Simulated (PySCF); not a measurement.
Compound: C₇H₈FNO.
SMILES with atom numbers: `[CH2:1]=[CH:2][CH2:3][NH:4][C:5](=[O:6])[C:7]#[C:8][CH2:9][F:10]` (hydrogens: H11, H12 on C1; H13 on C2; H14, H15 on C3; H16 on N4; H17, H18 on C9)

Theory: PySCF 2.14.0, density-fitted response routines, TDDFT B3LYP/def2-SVPD, vertical, gas phase, core orbitals frozen in the response. Geometry: PBE0-D3(BJ)/def2-SVP, one conformer, isolated molecule. Torsions of this conformer, `[CH2:1]=[CH:2][CH2:3][NH:4][C:5](=[O:6])[C:7]#[C:8][CH2:9][F:10]`: C1–C2–C3–N4 -122°, C2–C3–N4–C5 -119°, C3–N4–C5–O6 -2°.

```tsv
state	E (eV)	E (hartree)	f	main configurations (H = HOMO, L = LUMO)
S1	4.90	0.1800	0.0024	H-1→L (62%), H→L (27%), H-2→L (8%)
S2	5.65	0.2078	0.224	H→L (64%), H-1→L (21%)
S3	5.82	0.2140	0.022	H-3→L (39%), H→L+1 (14%), H-2→L (11%)
S4	5.90	0.2170	0.019	H-4→L (36%), H-1→L+1 (20%), H-2→L (17%)
S5	6.01	0.2208	0.0087	H-3→L+1 (31%), H→L+1 (30%), H-1→L+1 (8%)
S6	6.18	0.2272	0.023	H-2→L (29%), H-4→L (28%), H→L+1 (11%)
S7	6.23	0.2291	0.0073	H-3→L+1 (35%), H→L+1 (30%), H-4→L (12%)
S8	6.38	0.2345	0.0038	H→L+2 (50%), H-1→L+2 (18%), H-2→L+2 (11%)
S9	6.56	0.2411	0.081	H-1→L+2 (31%), H-1→L+1 (23%), H-3→L (12%)
S10	6.64	0.2441	0.088	H-1→L+2 (43%), H-1→L+1 (25%), H→L+2 (9%)
```

Triplets (Tamm–Dancoff): T1 4.37 eV, H→L (47%), H-2→L+2 (18%), H→L+2 (18%); T2 4.51 eV, H-1→L (42%), H→L (22%), H→L+2 (10%); T3 4.53 eV, H-1→L (50%), H-2→L (16%), H→L+2 (10%); T4 4.68 eV, H-3→L (82%).

The lowest singlet comes at 253 nm (472 kJ/mol) in the ultraviolet; it is very weak; its leading configuration is HOMO-1→LUMO (62%). The strongest level in the table is S2 at 5.65 eV (219 nm, f = 0.224). Löwdin shares by element: HOMO carbon 33% or more, nitrogen 23%, oxygen 22% (atoms not listed hold the other 23%); LUMO carbon 55% or more, oxygen 17% (atoms not listed hold the other 28%). The listed states span 1.74 eV, and the widest gap between neighbours is 0.76 eV (S1 to S2). Orbital energies (eV): HOMO-3 -8.17, HOMO-2 -8.06, HOMO-1 -7.68, HOMO -7.42, LUMO -1.27, LUMO+1 -0.55, LUMO+2 -0.36. Of the 10 states listed, 6 reach f = 0.01 and none stays under 0.0005. All these states lie below the vertical ionisation energy of 9.30 eV (ΔSCF). Only the lowest 10 singlets were computed, as vertical energies without vibronic structure.
